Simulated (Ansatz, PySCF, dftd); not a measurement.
System: CH$_{3}$Si, charge 0, doublet. CH3Si (SMILES C=[SiH], doublet).
B3LYP-D3(BJ)/def2-TZVP minimum from Ansatz (a first-principles code):
```
C
H 1 1.0812
H 1 1.0862 2 115.98
Si 1 1.7070 2 123.86 3 180.00
H 4 1.4946 1 121.17 2 -180.00
```
Charge 0, spin multiplicity 2.

Quantity: enthalpy of formation at 298 K (by atomisation, with ideal-gas terms from PySCF's Hessian at B3LYP-D3(BJ)/def2-TZVP and the atoms' measured values of the G2/97 table; no spin-orbit terms), in kcal/mol. Radicals and triplets start from unrestricted determinants; spin-orbit coupling is neglected. Correlated methods leave the cores frozen. Rows without X2C or -DK are non-relativistic. CBS(X,Y): correlation extrapolated as X^-3, Hartree-Fock from the larger set. A bracket is a step between two methods taken in the basis named. Functionals run without relativity, which enters their misses. 'core' is core correlation in cc-pwCVTZ (1s frozen past Ne), 'X2C' scalar relativity in cc-pVTZ-DK, both at CCSD(T). For partners of very few electrons the exact lower level stands in for a higher one. The UHF reference of CH3Si (C=[SiH], doublet) is spin-contaminated (<S^2> up to 0.44 over the pure value in the sets run).

```tsv
level	program	enthalpy of formation at 298 K (kcal/mol)	difference against the last row
r2SCAN-D4/def2-TZVPD	Ansatz + dftd4	79.8	-2.8
r2SCAN/def2-TZVPD	Ansatz	80.1	-2.5
B3LYP/def2-TZVPD	Ansatz	84.9	2.3
PBE0-D3(BJ)/def2-TZVPD	Ansatz + dftd3	83.2	0.6
CAM-B3LYP-D4/def2-TZVPD	Ansatz + dftd4	83.4	0.8
wB97X-V/def2-TZVPD	Ansatz	84.9	2.3
MP2/aug-cc-pV(D+d)Z	Ansatz	116.6	34.0
CCSD/CBS(cc-pV(T+d)Z,cc-pV(Q+d)Z)	Ansatz	90.6	8.0
CCSD(T)/cc-pV(D+d)Z	Ansatz	114.8	32.2
CCSD(T)/aug-cc-pV(Q+d)Z	Ansatz	87.2	4.6
CCSD(T)/cc-pV(Q+d)Z	Ansatz	88.0	5.4
CCSDT(Q)/cc-pV(D+d)Z	Ansatz	113.3	30.7
CCSDT(Q)/cc-pV(T+d)Z	Ansatz	93.1	10.5
CCSD(T)/CBS(cc-pV(T+d)Z,cc-pV(Q+d)Z) + [CCSDT(Q) - CCSD(T)]/cc-pV(D+d)Z + core + X2C	Ansatz	82.5	-0.1
CCSD(T)/CBS(cc-pV(T+d)Z,cc-pV(Q+d)Z) + [CCSDT(Q) - CCSD(T)]/cc-pV(T+d)Z + core + X2C	Ansatz	82.6	0.0
```
